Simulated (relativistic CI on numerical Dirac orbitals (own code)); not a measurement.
## Charge states of praseodymium

Method of calculation: Dirac-Coulomb-Breit CI, orbitals from a KLI potential per configuration, QED by a radiative potential, valence Slater integrals scaled by 0.9 (own radial code, finite nucleus).

Each species is treated in one configuration, given outside its closed core. Radial values are for the open shell of highest l, unscaled and averaged over j; ζ includes the Breit term. Labels give the leading LS character, summed over repeated terms.

```tsv
Ion	Configuration	Its lowest level	LS weight (%)	⟨r⟩ (bohr)	⟨r²⟩ (bohr²)	Next level	E (cm⁻¹)	ζ (cm⁻¹)
Pr48+	3s	²S1/2	100	0.2416	0.06657			
Pr49+	2s²2p⁶	¹S0	100					
Pr50+	2s²2p⁵	²P°3/2	100	0.08754	0.009317	²P°1/2	4.0136e+06	2.672e+06
Pr51+	2s²2p⁴	?	?	?	?	?	?	?
Pr52+	2s²2p³	J = 3/2 (mixed)	47	0.08623	0.009026	⁴S°3/2	3.9302e+06	2.766e+06
Pr53+	2s²2p²	³P0	70	0.08559	0.008888	³P1	4.0311e+06	2.815e+06
Pr54+	2s²2p	²P°1/2	100	0.08498	0.008756	²P°3/2	4.3024e+06	2.864e+06
Pr55+	2s²	¹S0	100					
Pr56+	2s	²S1/2	100	0.09677	0.01105			
Pr57+	1s²	¹S0	100
```

Fill in the row of Pr51+.

Its lowest level ³P2; LS weight (%) 69; ⟨r⟩ (bohr) 0.08688; ⟨r²⟩ (bohr²) 0.00917; Next level ¹S0; E (cm⁻¹) 338680; ζ (cm⁻¹) 2.719e+06.
